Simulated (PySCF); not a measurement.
Cl₄Zr, charge +1, doublet (typed; the unrestricted solution is spin-contaminated), geometry from GFN2-xTB (such geometries of metal compounds can be far from the true shape) (the multiplicity is a formal guess) (all electrons, no relativity); PySCF with B3LYP/3-21G.

PySCF was given this input:
```python
from pyscf import gto, scf, dft

mol = gto.M(
    atom='''
Zr   -0.000000   -0.000000    0.000000
Cl    1.809979   -0.568579   -1.237154
Cl    0.650387    0.468663    2.118303
Cl   -0.991352    1.823639   -0.906321
Cl   -1.469013   -1.723723    0.025172
''',
    basis='3-21g',
    charge=1,
    spin=1,
    verbose=4,
)

mf = dft.UKS(mol)
mf.xc = 'b3lyp'
mf.init_guess = 'mod_huckel'
mf.kernel()
mf.analyze()
```

It wrote (shortened):

```
PySCF version 2.14.0

[INPUT] verbose = 4
[INPUT] num. atoms = 5
[INPUT] num. electrons = 107
[INPUT] charge = 1
[INPUT] spin (= nelec alpha-beta = 2S) = 1
[INPUT] symmetry False subgroup None
[INPUT] Mole.unit = angstrom
[INPUT] Symbol           X                Y                Z      unit          X                Y                Z       unit  Magmom
[...]
nuclear repulsion = 883.595119948846
number of shells = 42
number of NR pGTOs = 189
number of NR cGTOs = 88
basis = 3-21g
ecp = {}

******** <class 'pyscf.dft.uks.UKS'> ********
method = UKS
initial guess = mod_huckel
damping factor = 0
level_shift factor = 0
DIIS = <class 'pyscf.scf.diis.CDIIS'>
diis_start_cycle = 1
diis_space = 8
diis_damp = 0
SCF conv_tol = 1e-09
SCF conv_tol_grad = None
SCF max_cycles = 50
direct_scf = True
direct_scf_tol = 1e-13
number electrons alpha = 54  beta = 53
XC library pyscf.dft.libxc version 7.1.2
    S. Lehtola, C. Steigemann, M. J. T. Oliveira, and M. A. L. Marques,  SoftwareX 7, 1–5 (2018)
XC functionals = b3lyp
    P. J. Stephens, F. J. Devlin, C. F. Chabalowski, and M. J. Frisch,  J. Phys. Chem. 98, 11623 (1994)
radial grids:
    Treutler-Ahlrichs [JCP 102, 346 (1995); DOI:10.1063/1.469408] (M4) radial grids

becke partition: Becke, JCP 88, 2547 (1988); DOI:10.1063/1.454033
pruning grids: <function nwchem_prune>
grids dens level: 3
symmetrized grids: False
atomic radii adjust function: <function treutler_atomic_radii_adjust>
small_rho_cutoff = 0
Set gradient conv threshold to 3.16228e-05
Initial guess from on-the-fly Huckel, doi:10.1021/acs.jctc.8b01089,
employing the updated GWH rule from doi:10.1021/ja00480a005.
Spherically averaged atomic HF for {'Zr', 'Cl'}

******** <class 'pyscf.scf.atom_hf.AtomSphAverageRHF'> ********
method = AtomSphAverageRHF
initial guess = minao
damping factor = 0
level_shift factor = 0
DIIS = <class 'pyscf.scf.diis.CDIIS'>
diis_start_cycle = 1
diis_space = 8
diis_damp = 0
SCF conv_tol = 1e-09
SCF conv_tol_grad = None
SCF max_cycles = 50
direct_scf = True
direct_scf_tol = 1e-13
atom = Zr
Set gradient conv threshold to 3.16228e-05
Initial guess from minao.
init E= -3516.79029522215
cycle= 1 E= -3521.61397622737  delta_E= -4.82  |g|=    0  |ddm|= 0.216
cycle= 2 E= -3521.61681495747  delta_E= -0.00284  |g|=    0  |ddm|= 0.341
cycle= 3 E= -3521.61702865697  delta_E= -0.000214  |g|=    0  |ddm|= 0.0446
cycle= 4 E= -3521.61704879519  delta_E= -2.01e-05  |g|=    0  |ddm|= 0.0482
cycle= 5 E= -3521.61704935068  delta_E= -5.55e-07  |g|=    0  |ddm|= 0.00638
cycle= 6 E= -3521.61704935245  delta_E= -1.77e-09  |g|=    0  |ddm|= 0.000152
cycle= 7 E= -3521.61704935245  delta_E= 2.73e-12  |g|=    0  |ddm|= 4.02e-06
Extra cycle  E= -3521.61704935245  delta_E= -4.55e-12  |g|=    0  |ddm|= 9.56e-08
Atomic HF for atom  Zr  converged. SCF energy = -3521.61704935245

******** <class 'pyscf.scf.atom_hf.AtomSphAverageRHF'> ********
method = AtomSphAverageRHF
initial guess = minao
damping factor = 0
level_shift factor = 0
DIIS = <class 'pyscf.scf.diis.CDIIS'>
diis_start_cycle = 1
diis_space = 8
diis_damp = 0
SCF conv_tol = 1e-09
SCF conv_tol_grad = None
SCF max_cycles = 50
direct_scf = True
direct_scf_tol = 1e-13
atom = Cl
Set gradient conv threshold to 3.16228e-05
Initial guess from minao.
init E= -456.748431230237
cycle= 1 E= -457.080088232628  delta_E= -0.332  |g|=    0  |ddm|= 0.0996
cycle= 2 E= -457.080091418687  delta_E= -3.19e-06  |g|=    0  |ddm|= 0.00543
cycle= 3 E= -457.080091531075  delta_E= -1.12e-07  |g|=    0  |ddm|= 0.000877
cycle= 4 E= -457.080091536778  delta_E= -5.7e-09  |g|=    0  |ddm|= 0.000265
cycle= 5 E= -457.080091536926  delta_E= -1.48e-10  |g|=    0  |ddm|= 4.16e-05
Extra cycle  E= -457.080091536926  delta_E= 5.68e-13  |g|=    0  |ddm|= 2.06e-07
Atomic HF for atom  Cl  converged. SCF energy = -457.080091536926

tot grids = 97912
init E= -5354.96358379166

cycle= 1 E= -5345.73267693219  delta_E= 9.23  |g|= 3.82  |ddm|= 4.45

cycle= 2 E= -5321.75100533515  delta_E=   24  |g|= 3.35  |ddm|= 11.1
cycle= 3 E= -5338.90116140029  delta_E= -17.2  |g|= 4.17  |ddm|= 11.3
cycle= 4 E= -5339.91034356054  delta_E= -1.01  |g|= 4.12  |ddm|= 1.95
cycle= 5 E= -5340.47989764429  delta_E= -0.57  |g|= 4.09  |ddm|= 1.88
cycle= 6 E= -5340.04775515773  delta_E= 0.432  |g|= 4.14  |ddm|= 1.73
cycle= 7 E= -5339.50489374242  delta_E= 0.543  |g|= 4.18  |ddm|= 0.355
cycle= 8 E= -5341.0711726712  delta_E= -1.57  |g|= 4.07  |ddm|= 1.22
cycle= 9 E= -5340.09692181458  delta_E= 0.974  |g|= 4.04  |ddm|= 1.54
cycle= 10 E= -5337.24165054743  delta_E= 2.86  |g|= 4.12  |ddm|= 3.09

cycle= 11 E= -5321.11689027218  delta_E= 16.1  |g|= 3.53  |ddm|= 11.5
cycle= 12 E= -5344.99909246774  delta_E= -23.9  |g|= 3.89  |ddm|= 11.4

cycle= 13 E= -5339.84157091532  delta_E= 5.16  |g|= 4.17  |ddm|= 2.26
cycle= 14 E= -5341.925691022  delta_E= -2.08  |g|= 4.08  |ddm|= 2.58
cycle= 15 E= -5342.35428543611  delta_E= -0.429  |g|= 4.04  |ddm|= 0.645
cycle= 16 E= -5340.45536447244  delta_E=  1.9  |g|= 4.19  |ddm|= 1.39
cycle= 17 E= -5342.34109060785  delta_E= -1.89  |g|= 4.11  |ddm|= 1.81
cycle= 18 E= -5343.82655713474  delta_E= -1.49  |g|= 3.98  |ddm|= 1.64
cycle= 19 E= -5337.96996539656  delta_E= 5.86  |g|= 4.11  |ddm|=  2.1

cycle= 20 E= -5321.49526026041  delta_E= 16.5  |g|= 3.43  |ddm|= 11.6
cycle= 21 E= -5342.04125612663  delta_E= -20.5  |g|= 4.07  |ddm|= 11.6
cycle= 22 E= -5339.20580570773  delta_E= 2.84  |g|= 4.07  |ddm|=  2.5
cycle= 23 E= -5341.97871333881  delta_E= -2.77  |g|= 4.08  |ddm|= 2.85
cycle= 24 E= -5341.54818606372  delta_E= 0.431  |g|= 4.07  |ddm|= 0.92
cycle= 25 E= -5339.25272923309  delta_E=  2.3  |g|=  4.2  |ddm|= 1.73
cycle= 26 E= -5342.29576484405  delta_E= -3.04  |g|= 4.02  |ddm|= 1.91
cycle= 27 E= -5341.6272642584  delta_E= 0.669  |g|= 4.13  |ddm|= 1.65
cycle= 28 E= -5339.65645780868  delta_E= 1.97  |g|=  4.2  |ddm|= 2.41
cycle= 29 E= -5321.35555497912  delta_E= 18.3  |g|= 3.46  |ddm|= 11.7
cycle= 30 E= -5342.28223627192  delta_E= -20.9  |g|= 4.07  |ddm|= 11.7
[...]
cycle= 35 E= -5341.91949402883  delta_E= -0.504  |g|= 4.06  |ddm|= 0.34
cycle= 36 E= -5341.58177896312  delta_E= 0.338  |g|= 4.03  |ddm|= 1.39
cycle= 37 E= -5337.00563108502  delta_E= 4.58  |g|= 4.07  |ddm|= 3.14

cycle= 38 E= -5321.26426609508  delta_E= 15.7  |g|= 3.48  |ddm|= 11.5
cycle= 39 E= -5342.91215371711  delta_E= -21.6  |g|= 4.07  |ddm|= 11.5
cycle= 40 E= -5341.48620879438  delta_E= 1.43  |g|= 4.15  |ddm|= 1.83
cycle= 41 E= -5342.86584245005  delta_E= -1.38  |g|= 4.05  |ddm|= 0.776
cycle= 42 E= -5342.99449436101  delta_E= -0.129  |g|= 4.04  |ddm|= 0.219
cycle= 43 E= -5343.01730508875  delta_E= -0.0228  |g|= 4.03  |ddm|= 0.645
cycle= 44 E= -5342.87336229374  delta_E= 0.144  |g|= 4.01  |ddm|= 1.15
cycle= 45 E= -5340.62898270654  delta_E= 2.24  |g|= 3.97  |ddm|= 2.18
cycle= 46 E= -5336.90416084275  delta_E= 3.72  |g|= 4.06  |ddm|= 3.52

cycle= 47 E= -5321.30411622095  delta_E= 15.6  |g|= 3.47  |ddm|= 11.6
cycle= 48 E= -5343.69901806266  delta_E= -22.4  |g|= 3.95  |ddm|= 11.5
cycle= 49 E= -5343.09920315525  delta_E=  0.6  |g|=    4  |ddm|= 1.75
cycle= 50 E= -5343.0262006406  delta_E= 0.073  |g|= 4.01  |ddm|= 0.306
SCF not converged.
SCF energy = -5343.0262006406 after 50 cycles  <S^2> = 1.0067182  2S+1 = 2.2420688
**** SCF Summaries ****
Total Energy =                       -5343.026200640603747
Nuclear Repulsion Energy =             883.595119948846445
One-electron Energy =                -9272.169105882760050
Two-electron Energy =                 3045.547785293309971
Two-electron Coulomb Energy =         3272.513787006527309
DFT Exchange-Correlation Energy =     -226.966001713217423
**** MO energy ****
                             alpha | beta                alpha | beta
[...]
To work with the spin densities directly, `use mulliken_meta_spin()` only printing them here.

 ** Mulliken spin pop alpha/beta on meta-lowdin orthogonal AOs **
 ** Mulliken Spin Density (per AO)  **
spin_pop of  0 Zr 1s       -0.00000
spin_pop of  0 Zr 2s       -0.00000
spin_pop of  0 Zr 3s       -0.00000
spin_pop of  0 Zr 4s       -0.00001
spin_pop of  0 Zr 5s       -0.00271
spin_pop of  0 Zr 6s       -0.00080
spin_pop of  0 Zr 2px       0.00000
spin_pop of  0 Zr 2py       0.00000
spin_pop of  0 Zr 2pz      -0.00000
spin_pop of  0 Zr 3px      -0.00000
spin_pop of  0 Zr 3py      -0.00000
spin_pop of  0 Zr 3pz      -0.00000
spin_pop of  0 Zr 4px      -0.00001
spin_pop of  0 Zr 4py      -0.00001
spin_pop of  0 Zr 4pz      -0.00001
spin_pop of  0 Zr 5px      -0.00100
spin_pop of  0 Zr 5py      -0.00037
spin_pop of  0 Zr 5pz      -0.00121
spin_pop of  0 Zr 6px       0.00000
spin_pop of  0 Zr 6py      -0.00000
spin_pop of  0 Zr 6pz       0.00002
spin_pop of  0 Zr 3dxy     -0.00000
spin_pop of  0 Zr 3dyz      0.00001
spin_pop of  0 Zr 3dz^2     0.00001
spin_pop of  0 Zr 3dxz      0.00001
spin_pop of  0 Zr 3dx2-y2    0.00000
spin_pop of  0 Zr 4dxy      0.00088
spin_pop of  0 Zr 4dyz      0.00085
spin_pop of  0 Zr 4dz^2     0.00285
spin_pop of  0 Zr 4dxz     -0.00080
spin_pop of  0 Zr 4dx2-y2    0.00022
spin_pop of  0 Zr 5dxy     -0.00113
spin_pop of  0 Zr 5dyz      0.00699
spin_pop of  0 Zr 5dz^2     0.00436
spin_pop of  0 Zr 5dxz      0.00505
spin_pop of  0 Zr 5dx2-y2    0.00033
spin_pop of  1 Cl 1s       -0.00000
spin_pop of  1 Cl 2s       -0.00000
spin_pop of  1 Cl 3s       -0.00409
spin_pop of  1 Cl 4s       -0.00048
spin_pop of  1 Cl 2px      -0.00001
spin_pop of  1 Cl 2py      -0.00002
spin_pop of  1 Cl 2pz      -0.00000
spin_pop of  1 Cl 3px      -0.05032
spin_pop of  1 Cl 3py      -0.16459
spin_pop of  1 Cl 3pz      -0.00463
spin_pop of  1 Cl 4px      -0.00007
spin_pop of  1 Cl 4py      -0.00014
spin_pop of  1 Cl 4pz       0.00003
spin_pop of  2 Cl 1s        0.00000
spin_pop of  2 Cl 2s       -0.00000
spin_pop of  2 Cl 3s        0.00256
spin_pop of  2 Cl 4s        0.00016
spin_pop of  2 Cl 2px       0.00000
spin_pop of  2 Cl 2py       0.00001
spin_pop of  2 Cl 2pz       0.00000
spin_pop of  2 Cl 3px       0.01555
spin_pop of  2 Cl 3py       0.05981
spin_pop of  2 Cl 3pz       0.00455
spin_pop of  2 Cl 4px       0.00021
spin_pop of  2 Cl 4py       0.00047
spin_pop of  2 Cl 4pz      -0.00007
spin_pop of  3 Cl 1s       -0.00000
spin_pop of  3 Cl 2s       -0.00000
spin_pop of  3 Cl 3s       -0.00379
spin_pop of  3 Cl 4s       -0.00030
spin_pop of  3 Cl 2px      -0.00000
spin_pop of  3 Cl 2py      -0.00001
spin_pop of  3 Cl 2pz       0.00000
spin_pop of  3 Cl 3px      -0.03339
spin_pop of  3 Cl 3py      -0.05399
spin_pop of  3 Cl 3pz       0.02106
spin_pop of  3 Cl 4px      -0.00007
spin_pop of  3 Cl 4py       0.00000
spin_pop of  3 Cl 4pz       0.00004
spin_pop of  4 Cl 1s        0.00000
spin_pop of  4 Cl 2s        0.00000
spin_pop of  4 Cl 3s        0.01077
spin_pop of  4 Cl 4s        0.00088
spin_pop of  4 Cl 2px       0.00003
spin_pop of  4 Cl 2py       0.00003
spin_pop of  4 Cl 2pz       0.00009
spin_pop of  4 Cl 3px       0.23747
spin_pop of  4 Cl 3py       0.23295
spin_pop of  4 Cl 3pz       0.71449
spin_pop of  4 Cl 4px       0.00018
spin_pop of  4 Cl 4py       0.00014
spin_pop of  4 Cl 4pz       0.00097
 ** Mulliken Spin Density (per atom)  **
spin density of  0 Zr =      0.01351
spin density of  1 Cl =     -0.22431
spin density of  2 Cl =      0.08326
spin density of  3 Cl =     -0.07045
spin density of  4 Cl =      1.19799
 ** Mulliken pop alpha/beta on meta-lowdin orthogonal AOs **
 ** Mulliken pop       alpha | beta **
In total            54.00000 | 53.00000
 ** Mulliken atomic charges   ( Nelec_alpha | Nelec_beta ) **
charge of  0Zr =     -6.36145  (    23.18748     23.17397 )
charge of  1Cl =      2.38257  (     7.19656      7.42087 )
charge of  2Cl =      0.19889  (     8.44218      8.35892 )
charge of  3Cl =      3.13925  (     6.89515      6.96560 )
charge of  4Cl =      1.64074  (     8.27863      7.08063 )

WARN: System has nonzero charge 1; the dipole moment is origin-dependent.
Location of origin: [0. 0. 0.]

Dipole moment(X, Y, Z, Debye): -5.23588,  7.76479, -25.57689
```

The run did not converge; its last values are not results.
